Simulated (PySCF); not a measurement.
Geometry:
```tsv
atom	x (Å)	y (Å)	z (Å)
F1	-1.797	0.379	1.517
C2	-1.332	0.321	0.232
Cl3	-2.095	1.608	-0.709
C4	-0.922	-0.964	-0.354
C5	0.048	-0.135	-0.030
C6	1.456	0.231	0.064
Cl7	2.501	-1.070	-0.585
H8	-1.246	-1.897	-0.747
H9	1.741	0.398	1.106
H10	1.654	1.135	-0.516
```

Geometry: GFN2-xTB; GIAO shifts from PySCF 2.14, gas phase, non-relativistic, averaged over equivalent atoms.

At PBE0/ANO-RCC-VDZP (121 basis functions, 18 s wall time on 1 thread of an Intel Xeon Platinum 8488C, shared host):
| atoms | δ (ppm) |
| --- | --- |
| F1 | -97.8 |
| C5 | 146.3 |
| C4 | 127.2 |
| C2 | 95.1 |
| C6 | 41.3 |
| H8 | 8.24 |
| H10 | 4.84 |
| H9 | 4.82 |

Referencing at the same level of theory: $^{19}$F (179.08 ppm) against CFCl3; $^{13}$C (190.39 ppm) and $^{1}$H (31.76 ppm) against TMS.

What do these become at PBE0/pcSseg-1?

Results:


```tsv
atoms	δ at PBE0/pcSseg-1	change
F1	-97.0	+0.8
C5	149.6	+3.3
C4	133.1	+5.9
C2	95.9	+0.8
C6	44.4	+3.1
H8	7.82	-0.42
H10	4.85	+0.01
H9	4.87	+0.05
```

Chemical shifts δ = σref − σ; $^{19}$F (σref 170.95) vs CFCl3; TMS for $^{13}$C (σref 186.93) and $^{1}$H (σref 31.72), all at this level.

The largest change is at C4 (alkene CH). Cost: 148 basis functions, 69 s wall time (51 s CPU) on 1 thread of an Intel Xeon, shared host. The order of the carbon signals is the same at both levels.

Carbons that carry Cl, above all several Cl atoms, come out too deshielded, partly because spin–orbit coupling is missing. Unscaled 19F shifts against computed CFCl3 carry errors that often reach 10 to 50 ppm.
